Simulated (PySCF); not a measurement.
C4H4OSe, SMILES O=C[C@@H]1C=C[Se]1.

Geometry optimised at ωB97X-D3(BJ)/def2-SVP. The structure was generated by enumeration; whether it is a known compound was not checked. Other conformers were not sampled.

Calculation: PBE/def2-TZVP in PySCF.

The molecule is in vacuum.

Computed frontier levels, gap, dipole moment and polarisability:
highest occupied level: -5.41 eV
lowest empty level: -2.58 eV
orbital gap: 2.82 eV
dipole moment: 2.13 D
quadrupole, principal values (traceless, Buckingham form, about the centre of nuclear charge): -13.57, 3.16, 10.41 D·Å
mean static polarisability: 73.7 bohr³ (10.92 Å³)
polarisability, principal values: 55.0, 77.2, 88.9 bohr³
